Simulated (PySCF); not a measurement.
Input for PySCF: R-B3LYP/LANL2DZ on H3NOSn (SMILES [NH2][Sn][OH]), a point of a torsion scan.

```python
from pyscf import gto, scf, dft, mp
from pyscf.data.elements import chemcore

mol = gto.M(
    atom='''
    N    -1.11294370   -0.03036463    0.30960555
    Sn    0.18909116   -1.44537606    1.15062460
    O     1.35144896   -1.80583205   -0.48470715
    H    -2.11624794   -0.16033215    0.25789259
    H    -0.84937707    0.36421420   -0.58811512
    H     1.24519611   -1.43589975   -1.35756700
    ''',
    basis='lanl2dz',
    ecp={'Sn': 'lanl2dz'},
    charge=0, spin=0, verbose=3, max_memory=1800)
mf = dft.RKS(mol, xc='b3lyp')
mf.conv_tol = 1e-8
mf.max_cycle = 100
mf.kernel()
if not mf.converged:
    mf = mf.newton().run(mf.mo_coeff, mf.mo_occ)
```

Program output:

```
converged SCF energy = -135.191735786142
```

The calculation finished and met its thresholds.

Cost: around 4 core-seconds (rough).
